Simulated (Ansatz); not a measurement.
Ansatz (a quantum-chemistry and plane-wave program) input:

Ansatz 0.2 input:
```yaml
crystal:
  periodic: [false, false, false]
  atoms:
    - {symbol: C, position_ang: [-1.88598064, -0.31591710, 0.32158615]}
    - {symbol: Si, position_ang: [-0.49371449, 0.79935791, -0.52465016]}
    - {symbol: Si, position_ang: [1.37966223, -0.49266035, 0.17246376]}
    - {symbol: H, position_ang: [-1.69265971, -0.57951979, 1.36592995]}
    - {symbol: H, position_ang: [-2.84753146, 0.20837491, 0.28091481]}
    - {symbol: H, position_ang: [-2.00999531, -1.24759002, -0.24096923]}
    - {symbol: H, position_ang: [-0.29759294, 1.79175223, 0.63444414]}
    - {symbol: H, position_ang: [2.70341472, 0.20196668, -0.01653817]}
    - {symbol: H, position_ang: [1.48423806, -1.00823145, 1.59288523]}
    - {symbol: H, position_ang: [1.57274218, -1.76501590, -0.61557387]}
basis:
  gaussian:
    orbitals: def2-TZVPD
hamiltonian:
  xc: {name: B97M-V}
total_charge: -1
output: {forces: true}
```

Problem. Which total energy does the run end on?

Solution. -621.19632 Eh (B97M-V/def2-TZVPD). The basis has 186 functions.

It need not be the lowest isomer of its formula. Whether it binds its extra electron was not tested at this geometry.
